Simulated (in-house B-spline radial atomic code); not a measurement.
# How G0W0 and RPA depend on the start: Rb⁺

Configuration [Ar] 3d10 4s2 4p6. Computed with an all-electron radial atomic-structure program (B-spline basis): all electrons, scalar-relativistic (spin-free one-electron X2C), finite nucleus, each spin shell either full or empty, empty states to l = 9 with an (l + 1/2)⁻⁴ tail; G0W0 by contour deformation at full frequency.

| start | mean-field 4p (eV) | G0W0 (eV) | QP weight | RPA correlation (Eh) |
| --- | --- | --- | --- | --- |
| Hartree-Fock | -27.467 | -28.011 | 0.956 | -2.4345 |
| LDA VWN5 | -21.792 | -27.471 | 0.905 | -2.6761 |
| PBE | -21.646 | -27.463 | 0.904 | -2.6714 |
| PBE0 | -23.385 | -27.639 | 0.926 | -2.6047 |
| r2SCAN | -22.161 | -27.529 | 0.918 | -2.629 |
| HSE06 | -22.947 | -27.616 | 0.921 | -2.6115 |
| B3LYP (VWN-RPA) | -23.031 | -27.623 | 0.921 | -2.6194 |
| SCAN | -22.177 | -27.493 | 0.918 | -2.627 |
| TPSS | -21.826 | -27.489 | 0.908 | -2.6573 |
| BHandHLYP | -24.937 | -27.787 | 0.939 | -2.5449 |
| CAM-B3LYP | -24.839 | -27.795 | 0.937 | -2.5876 |
| LC-wPBE | -26.348 | -27.861 | 0.947 | -2.5827 |
| wB97X | -25.877 | ? | ? | ? |
| PBEsol | -21.637 | ? | ? | ? |
| BLYP | -21.471 | -27.462 | 0.900 | -2.6733 |
| r2SCAN0 | -23.719 | -27.661 | 0.932 | -2.5774 |
| LDA exchange-only | -20.359 | -27.513 | 0.891 | -2.6753 |

(1) What G0W0 level, weight and RPA correlation energy follow from the PBEsol start?

(2) What G0W0 level, weight and RPA correlation energy follow from the wB97X start?

(3) How much of the dependence on the start does G0W0 remove?

Results:

(1) G0W0 level -27.463 eV, weight 0.905, RPA correlation -2.673 hartree.

(2) G0W0 level -27.843 eV, weight 0.946, RPA correlation -2.5711 hartree.

(3) The mean-field levels span 7.11 eV and the G0W0 levels 0.549 eV. Against 27.290 eV (NIST, measured) the G0W0 removal energies are off by +0.17 to +0.72 eV, with spin-orbit coupling, Breit and QED terms left out.
